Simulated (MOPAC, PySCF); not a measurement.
H$_{11}$ClSi$_{5}$, SMILES `[SiH3][Si]([SiH3])([SiH3])[SiH2]Cl` (Si–Si–Si–Cl torsion 59°), neutral singlet in the gas phase. 

Cartesian coordinates (Å):
```xyz
17

Si     1.4869    -1.4110    -1.0875
Si    -0.0023     0.0737    -0.0547
Si     0.9193     0.8331     1.9609
Si    -0.5323     1.8625    -1.4702
Si    -1.9188    -1.1457     0.4862
Cl    -1.2994    -2.6902     1.7385
H      2.7447    -0.6936    -1.4606
H      0.8647    -1.9761    -2.3242
H      1.8152    -2.5239    -0.1468
H      2.1584     1.6245     1.6883
H     -0.0659     1.7033     2.6738
H      1.2619    -0.3360     2.8251
H     -1.5043     2.7792    -0.7986
H      0.7076     2.6285    -1.8031
H     -1.1434     1.3528    -2.7363
H     -2.5660    -1.7532    -0.7136
H     -2.9265    -0.3277     1.2228
```
Charge 0, spin multiplicity 1.

All levels are single points at this geometry (PBE0-D3(BJ)/def2-SVP); Pople sets use spherical d functions. Orbital energies aren't observables, and empty levels follow the basis.

```json
[
 {"level": "PBE0-D3(BJ)/def2-TZVP in PySCF", "HOMO (eV)": "-7.91", "LUMO (eV)": "-0.96", "gap (eV)": "6.95", "dipole (D)": "1.37", "vertical IE, Delta-SCF (eV)": "9.45"},
 {"level": "B3LYP/3-21G in PySCF", "HOMO (eV)": "-7.82", "LUMO (eV)": "-0.88", "gap (eV)": "6.94", "dipole (D)": "2.38", "vertical IE, Delta-SCF (eV)": "–"},
 {"level": "B3LYP/6-311+G** in PySCF", "HOMO (eV)": "-7.78", "LUMO (eV)": "-1.18", "gap (eV)": "6.60", "dipole (D)": "1.71", "vertical IE, Delta-SCF (eV)": "–"},
 {"level": "B3LYP/6-31G* in PySCF", "HOMO (eV)": "-7.65", "LUMO (eV)": "-0.91", "gap (eV)": "6.74", "dipole (D)": "1.75", "vertical IE, Delta-SCF (eV)": "9.44"},
 {"level": "BP86/6-31G* in PySCF", "HOMO (eV)": "-6.85", "LUMO (eV)": "-1.64", "gap (eV)": "5.22", "dipole (D)": "1.64", "vertical IE, Delta-SCF (eV)": "–"},
 {"level": "M06-2X/6-31G* in PySCF", "HOMO (eV)": "-8.87", "LUMO (eV)": "-0.08", "gap (eV)": "8.78", "dipole (D)": "1.90", "vertical IE, Delta-SCF (eV)": "–"},
 {"level": "SVWN5/6-31G* in PySCF", "HOMO (eV)": "-6.79", "LUMO (eV)": "-1.78", "gap (eV)": "5.01", "dipole (D)": "1.68", "vertical IE, Delta-SCF (eV)": "–"},
 {"level": "HF/3-21G in PySCF", "HOMO (eV)": "-10.58", "LUMO (eV)": "2.25", "gap (eV)": "12.83", "dipole (D)": "2.86", "vertical IE, Delta-SCF (eV)": "–"},
 {"level": "HF/6-31G* in PySCF", "HOMO (eV)": "-10.49", "LUMO (eV)": "2.30", "gap (eV)": "12.80", "dipole (D)": "2.05", "vertical IE, Delta-SCF (eV)": "9.31"},
 {"level": "AM1 in MOPAC", "HOMO (eV)": "-10.38", "LUMO (eV)": "-1.54", "gap (eV)": "8.83", "dipole (D)": "1.55", "vertical IE, Delta-SCF (eV)": "–"},
 {"level": "PM3 in MOPAC", "HOMO (eV)": "-9.19", "LUMO (eV)": "-2.27", "gap (eV)": "6.92", "dipole (D)": "2.07", "vertical IE, Delta-SCF (eV)": "–"},
 {"level": "PM6 in MOPAC", "HOMO (eV)": "-8.89", "LUMO (eV)": "-1.63", "gap (eV)": "7.26", "dipole (D)": "1.61", "vertical IE, Delta-SCF (eV)": "–"},
 {"level": "PM7 in MOPAC", "HOMO (eV)": "-10.52", "LUMO (eV)": "-0.80", "gap (eV)": "9.72", "dipole (D)": "2.53", "vertical IE, Delta-SCF (eV)": "–"}
]
```
